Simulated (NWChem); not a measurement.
System: AlH2Br; SMILES [AlH2][Br]

The following NWChem deck was run.

```
start job
memory heap 200 mb stack 900 mb global 1100 mb
geometry units angstroms noautoz
  Al     0.000000     0.000000    -1.574530
  H      0.000000     1.401299    -2.301753
  H      0.000000    -1.401299    -2.301753
  Br     0.000000     0.000000     0.699959
end
basis spherical
  * library def2-svpd
end
dft
  xc pbe0
  iterations 150
end
tddft
  cis
  nroots 6
  notriplet
end
task tddft energy
```

Parts of the log:

```
             Northwest Computational Chemistry Package (NWChem) 7.3.0
             --------------------------------------------------------

 C2V symmetry detected

                             Geometry "geometry" -> ""
                             -------------------------

 Output coordinates in angstroms (scale by  1.889725989 to convert to a.u.)

  No.       Tag          Charge          X              Y              Z
 ---- ---------------- ---------- -------------- -------------- --------------
    1 Al                  13.0000     0.00000000     0.00000000    -1.56305338
    2 H                    1.0000     0.00000000     1.40129900    -2.29027638
    3 H                    1.0000     0.00000000    -1.40129900    -2.29027638
    4 Br                  35.0000     0.00000000     0.00000000     0.71143562

 Effective nuclear repulsion energy (a.u.)     125.9448206128

      Symmetry information
      --------------------

 Group name             C2v
 Group number             16
 Group order               4
 No. of unique centers     3

                                 NWChem DFT Module
                                 -----------------

 Summary of "ao basis" -> "ao basis" (spherical)
 ------------------------------------------------------------------------------
       Tag                 Description            Shells   Functions and Types
 ---------------- ------------------------------  ------  ---------------------
 Al                        def2-svpd                10       24   5s3p2d
 H                         def2-svpd                 4        8   2s2p
 Br                        def2-svpd                15       41   6s5p4d

      Symmetry analysis of basis
      --------------------------

        a1         37
        a2          8
        b1         16
        b2         20

            General Information
            -------------------
          SCF calculation type: DFT
          Wavefunction type:  closed shell.
          No. of atoms     :     4
          No. of electrons :    50
           Alpha electrons :    25
            Beta electrons :    25
          Charge           :     0
          Spin multiplicity:     1
          Use of symmetry is: off; symmetry adaption is: on
          Maximum number of iterations: 150
          AO basis - number of functions:    81
                     number of shells:    33
          Convergence on energy requested:  1.00D-06
          Convergence on density requested:  1.00D-05
          Convergence on gradient requested:  5.00D-04

              XC Information
              --------------
                         PBE0 Method XC Functional
                     Hartree-Fock (Exact) Exchange  0.250
          PerdewBurkeErnzerhof Exchange Functional  0.750
            Perdew 1991 LDA Correlation Functional  1.000 local
           PerdewBurkeErnz. Correlation Functional  1.000 non-local

             Grid Information
             ----------------
          Grid used for XC integration:  medium
          Radial quadrature: Mura-Knowles
          Angular quadrature: Lebedev.
          Tag              B.-S. Rad. Rad. Pts. Rad. Cut. Ang. Pts.
          ---              ---------- --------- --------- ---------
          Al                  1.25       88          12.0       590
          H                   0.35       45          12.0       434
          Br                  1.15      112          12.0       590
          Grid pruning is: on
          Number of quadrature shells:   290
          Spatial weights used:  Erf1

      Superposition of Atomic Density Guess
      -------------------------------------

 Sum of atomic energies:       -2814.87851246

      Non-variational initial energy
      ------------------------------

 Total energy =   -2815.105302
 1-e energy   =   -4169.978490
 2-e energy   =    1228.928368
 HOMO         =      -0.350109
 LUMO         =      -0.006999

      Symmetry analysis of molecular orbitals - initial
      -------------------------------------------------

  Numbering of irreducible representations:

     1 a1          2 a2          3 b1          4 b2

  Orbital symmetries:

     1 a1          2 a1          3 a1          4 b2          5 b1
     6 a1          7 a1          8 a1          9 b2         10 b1
    11 a1         12 a1         13 b2         14 b1         15 a1
    16 a2         17 b2         18 a1         19 b1         20 a1
    21 a1         22 b2         23 a1         24 b1         25 b2
    26 b1         27 a1         28 a1         29 a1         30 a1
    31 b2         32 b1         33 a2         34 b2         35 b1

   convergence    iter        energy       DeltaE   RMS-Dens  Diis-err
 ---------------- ----- ----------------- --------- --------- ---------
 d= 0,ls=0.0,diis     1  -2817.0066623944 -2.94D+03  8.74D-03  2.10D-01
 d= 0,ls=0.0,diis     2  -2817.0139427615 -7.28D-03  4.95D-03  1.44D-01
 d= 0,ls=0.0,diis     3  -2817.0314611827 -1.75D-02  9.42D-04  7.02D-03
 d= 0,ls=0.0,diis     4  -2817.0323587672 -8.98D-04  1.75D-04  8.66D-05
 d= 0,ls=0.0,diis     5  -2817.0323691983 -1.04D-05  3.72D-05  1.22D-05
  Resetting Diis
 d= 0,ls=0.0,diis     6  -2817.0323708772 -1.68D-06  5.79D-06  1.26D-07
 d= 0,ls=0.0,diis     7  -2817.0323709012 -2.41D-08  1.16D-06  1.92D-09

         Total DFT energy =    -2817.032370901243
      One electron energy =    -4171.443504077769
           Coulomb energy =     1338.782778751560
    Exchange-Corr. energy =     -110.316466187836
 Nuclear repulsion energy =      125.944820612802

 Numeric. integr. density =       49.999991864792

                  Occupations of the irreducible representations
                  ----------------------------------------------

                     irrep           alpha         beta
                     --------     --------     --------
                     a1               13.0         13.0
                     a2                1.0          1.0
                     b1                5.0          5.0
                     b2                6.0          6.0

                       DFT Final Molecular Orbital Analysis
                       ------------------------------------

 Vector   23  Occ=2.000000D+00  E=-3.476440D-01  Symmetry=b2
              MO Center=  4.5D-12,  2.0D-09, -1.2D+00, r^2= 3.7D+00
   Bfn.  Coefficient  Atom+Function         Bfn.  Coefficient  Atom+Function
  ----- ------------  ---------------      ----- ------------  ---------------
    57      0.299207  4 Br py                54      0.277526  4 Br py
    25      0.256789  2 H  s                 33     -0.256789  3 H  s
    10      0.238862  1 Al py                51     -0.184954  4 Br py
    26      0.180922  2 H  s                 34     -0.180922  3 H  s
     7     -0.149120  1 Al py                13      0.109577  1 Al py

 Vector   24  Occ=2.000000D+00  E=-3.245307D-01  Symmetry=b1
              MO Center= -4.4D-10,  2.0D-13,  5.6D-01, r^2= 1.7D+00
   Bfn.  Coefficient  Atom+Function         Bfn.  Coefficient  Atom+Function
  ----- ------------  ---------------      ----- ------------  ---------------
    56      0.561776  4 Br px                53      0.514345  4 Br px
    50     -0.341165  4 Br px                47      0.110844  4 Br px
     9      0.085170  1 Al px                12      0.052651  1 Al px
    59      0.050136  4 Br px                 6     -0.048487  1 Al px
    18     -0.042390  1 Al d  1              80      0.028088  4 Br d  1

 Vector   25  Occ=2.000000D+00  E=-3.041368D-01  Symmetry=b2
              MO Center= -5.5D-12, -2.6D-09, -2.6D-01, r^2= 3.8D+00
   Bfn.  Coefficient  Atom+Function         Bfn.  Coefficient  Atom+Function
  ----- ------------  ---------------      ----- ------------  ---------------
    57      0.495367  4 Br py                54      0.449939  4 Br py
    51     -0.296595  4 Br py                25     -0.197617  2 H  s
    33      0.197617  3 H  s                 26     -0.138437  2 H  s
    34      0.138437  3 H  s                 10     -0.124058  1 Al py
    48      0.096296  4 Br py                13     -0.086719  1 Al py

 Vector   26  Occ=0.000000D+00  E=-6.653953D-02  Symmetry=b1
              MO Center= -5.4D-09,  7.3D-10, -1.6D+00, r^2= 4.0D+00
   Bfn.  Coefficient  Atom+Function         Bfn.  Coefficient  Atom+Function
  ----- ------------  ---------------      ----- ------------  ---------------
    12      0.647472  1 Al px                 9      0.364844  1 Al px
    56     -0.220759  4 Br px                 6     -0.193626  1 Al px
    53     -0.156185  4 Br px                23      0.100355  1 Al d  1
    50      0.099639  4 Br px                80      0.069616  4 Br d  1
    75      0.044685  4 Br d  1              47     -0.032178  4 Br px

[...]

                                NWChem TDDFT Module
                                -------------------

            General Information
            -------------------
           No. of orbitals :     162
            Alpha orbitals :      81
             Beta orbitals :      81
        Alpha frozen cores :       0
         Beta frozen cores :       0
     Alpha frozen virtuals :       0
      Beta frozen virtuals :       0
         Spin multiplicity :       1
    Number of AO functions :      81
        Use of symmetry is : off
      Symmetry adaption is : on
         Schwarz screening :  0.10D-07

              XC Information
              --------------
                  PBE0 Method XC Functional
              Hartree-Fock (Exact) Exchange   0.25
   PerdewBurkeErnzerhof Exchange Functional   0.75
     Perdew 1991 LDA Correlation Functional   1.00 local
    PerdewBurkeErnz. Correlation Functional   1.00 non-local

             TDDFT Information
             -----------------
          Calculation type : Tamm-Dancoff TDDFT
         Wavefunction type : Restricted singlets
          No. of electrons :      50
           Alpha electrons :      25
            Beta electrons :      25
              No. of roots :       6
          Max subspacesize :    5200
            Max iterations :     100
               Target root :       1
           Target symmetry : none
      Symmetry restriction : off
                 Algorithm : Optimal
        Davidson threshold :  0.10D-03

    6 smallest eigenvalue differences (eV)
--------------------------------------------------------
  No. Spin  Occ  Vir  Irrep   E(Occ)    E(Vir)   E(Diff)
--------------------------------------------------------
    1    1   25   26 a2       -0.304    -0.067     6.465
    2    1   24   26 a1       -0.325    -0.067     7.020
    3    1   23   26 a2       -0.348    -0.067     7.649
    4    1   22   26 b1       -0.356    -0.067     7.867
    5    1   25   27 b2       -0.304    -0.009     8.022
    6    1   24   27 b1       -0.325    -0.009     8.577
--------------------------------------------------------

  Entering Davidson iterations
  Restricted singlet excited states

  Iter   NTrls   NConv    DeltaV     DeltaE      Time
  ----  ------  ------  ---------  ---------  ---------
    1      6       0     0.93E-01   0.10+100        7.8
    2     12       0     0.19E-01   0.11E-01       10.2
    3     18       0     0.65E-02   0.48E-03       11.5
    4     24       2     0.11E-02   0.20E-04       10.4
    5     28       3     0.28E-03   0.28E-05       14.5
    6     31       6     0.88E-04   0.15E-06       13.6
  ----  ------  ------  ---------  ---------  ---------
  Convergence criterion met

  Ground state a1      -2817.032370901243 a.u.

  ----------------------------------------------------------------------------
  Root   1 singlet a2             0.186067461 a.u.                5.0632 eV
  ----------------------------------------------------------------------------
     Transition Moments    X -0.00000   Y  0.00000   Z  0.00000
     Dipole Oscillator Strength                    0.0000000000
     Electric Quadrupole                           0.0000000574
     Magnetic Dipole                               0.0000014294
     Total Oscillator Strength                     0.0000014868

     Occ.   23  b2  ---  Virt.   26  b1      -0.08303
     Occ.   25  b2  ---  Virt.   26  b1       0.99495
  ----------------------------------------------------------------------------
  Root   2 singlet a1             0.222640641 a.u.                6.0584 eV
  ----------------------------------------------------------------------------
     Transition Moments    X -0.00000   Y  0.00000   Z -0.61309
     Dipole Oscillator Strength                    0.0557904854
     Electric Quadrupole                           0.0000000173
     Magnetic Dipole                               0.0000000000
     Total Oscillator Strength                     0.0557905027

     Occ.   22  a1  ---  Virt.   27  a1      -0.15334
     Occ.   22  a1  ---  Virt.   36  a1       0.06530
     Occ.   24  b1  ---  Virt.   26  b1      -0.97297
     Occ.   25  b2  ---  Virt.   34  b2       0.11353
  ----------------------------------------------------------------------------
  Root   3 singlet a2             0.226787438 a.u.                6.1712 eV
  ----------------------------------------------------------------------------
     Transition Moments    X -0.00000   Y  0.00000   Z  0.00000
     Dipole Oscillator Strength                    0.0000000000
     Electric Quadrupole                           0.0000001802
     Magnetic Dipole                               0.0000014650
     Total Oscillator Strength                     0.0000016452

     Occ.   23  b2  ---  Virt.   26  b1       0.99509
     Occ.   25  b2  ---  Virt.   26  b1       0.08147
  ----------------------------------------------------------------------------
  Root   4 singlet b1             0.238142025 a.u.                6.4802 eV
  ----------------------------------------------------------------------------
     Transition Moments    X -0.25632   Y -0.00000   Z  0.00000
     Dipole Oscillator Strength                    0.0104309191
     Electric Quadrupole                           0.0000005811
     Magnetic Dipole                               0.0000043327
     Total Oscillator Strength                     0.0104358329

     Occ.   22  a1  ---  Virt.   26  b1       0.99222
     Occ.   24  b1  ---  Virt.   27  a1      -0.09586
  ----------------------------------------------------------------------------
  Root   5 singlet b2             0.248712008 a.u.                6.7678 eV
  ----------------------------------------------------------------------------
     Transition Moments    X  0.00000   Y -0.56959   Z  0.00000
     Dipole Oscillator Strength                    0.0537944022
     Electric Quadrupole                           0.0000000923
     Magnetic Dipole                               0.0000008359
     Total Oscillator Strength                     0.0537953303

     Occ.   23  b2  ---  Virt.   27  a1       0.11463
     Occ.   23  b2  ---  Virt.   29  a1       0.09449
     Occ.   25  b2  ---  Virt.   27  a1       0.96999
     Occ.   25  b2  ---  Virt.   29  a1      -0.16981
  ----------------------------------------------------------------------------
  Root   6 singlet b1             0.265076074 a.u.                7.2131 eV
  ----------------------------------------------------------------------------
     Transition Moments    X  0.65531   Y  0.00000   Z -0.00000
     Dipole Oscillator Strength                    0.0758888314
     Electric Quadrupole                           0.0000000115
     Magnetic Dipole                               0.0000000346
     Total Oscillator Strength                     0.0758888774

     Occ.   21  a1  ---  Virt.   26  b1       0.09044
     Occ.   22  a1  ---  Virt.   26  b1      -0.09213
     Occ.   24  b1  ---  Virt.   27  a1      -0.98663

              Target root =      1
          Target symmetry = none
      Ground state energy =  -2817.032370901243
        Excitation energy =      0.186067460803
     Excited state energy =  -2816.846303440440

  stored tddft:energy   -2816.8463034404399
```

Level: PBE0/def2-SVPD, TDA. The geometry was optimised at B3LYP/6-31G* (spherical d).
